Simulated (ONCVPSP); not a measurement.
# Plane-wave convergence, ONCV potential for Cr (Z = 24)

- Element: Cr
- Generator: ONCVPSP 4.0.1
- Type: optimised norm-conserving Vanderbilt (ONCV)
- Functional: LDA (Perdew-Zunger)
- Relativity: scalar-relativistic
- Frozen core: [Ne]
- Valence charge: 14
- Reference configuration: 3s2 3p6 3d5 4s1
- Partial waves: 3s+4s: rc 1.20 bohr, ncon 3, nbas 6, qcut 7.9 1/bohr, 2 projectors; 3p: rc 0.90 bohr, ncon 3, nbas 7, qcut 8.5 1/bohr, 2 projectors, debl 3.4 Ha; 3d: rc 1.45 bohr, ncon 4, nbas 9, qcut 8.5 1/bohr, 2 projectors, debl 0.8 Ha
- Local potential: polynomial inside 0.70 bohr (lpopt 5, dvloc0 -1 Ha)
- Core correction: Teter function, fcfact 5.75, rcfact 1.15

Task: For each optimised wave give the share of its norm inside rc, the residual kinetic energy above qcut (Ha) and the cutoffs (Ha) for errors of 10, 1, 0.1 and 0.01 mHa per electron.

Result:

```tsv
wave	norm inside rc	residual KE	10 mHa	1 mHa	0.1 mHa	0.01 mHa
3s	0.826	1.6e-04	19.6	26.3	41.1	103.0
4s	0.028	3.5e-05	6.0	21.5	28.3	45.5
3p	0.489	5.6e-04	19.3	25.6	176.2	287.1
p projector 2	0.044	1.2e-04	16.5	22.5	38.5	182.7
3d	0.596	5.6e-04	28.7	34.5	107.1	158.1
d projector 2	0.141	4.5e-04	28.0	34.1	50.4	106.6
```

The occupied waves need 35 Ha and 176 Ha for 1 and 0.1 mHa. 1 of 4 tests not solved or not reliable.
